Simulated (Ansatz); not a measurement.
n-GeGeSiH8 (SiGe2H8). Charge 0, multiplicity 1. Geometry PBE-D4/def2-SVP; atoms count from 1.

Cartesian coordinates in Å:
```
Ge 1.585 -1.245 0.165
Ge 0.321 0.816 0.485
Si -1.840 0.648 -0.531
H 1.821 -1.493 -1.349
H 0.791 -2.450 0.739
H 2.962 -1.177 0.876
H 0.170 1.093 2.008
H 1.108 2.007 -0.131
H -2.639 1.908 -0.328
H -2.592 -0.508 0.075
H -1.686 0.401 -2.008
```

Question: Estimate the Mulliken populations from the PBE0/def2-TZVP orbitals of Ansatz.

Answer: 
```json
{"atom": "Ge1", "charge (e)": "-0.04"}
{"atom": "Ge2", "charge (e)": "-0.05"}
{"atom": "Si3", "charge (e)": "0.00"}
{"atom": "H4", "charge (e)": "0.02"}
{"atom": "H5", "charge (e)": "0.02"}
{"atom": "H6", "charge (e)": "0.02"}
{"atom": "H7", "charge (e)": "0.02"}
{"atom": "H8", "charge (e)": "0.02"}
{"atom": "H9", "charge (e)": "-0.01"}
{"atom": "H10", "charge (e)": "0.00"}
{"atom": "H11", "charge (e)": "0.00"}
```
Mulliken values and Mayer orders depend strongly on the basis.

Question: And the Mayer bond orders between bonded heavy atoms (over 0.3)?

Answer: Ge1–Ge2 0.90 (2.44 Å); Ge2–Si3 0.94 (2.39 Å).
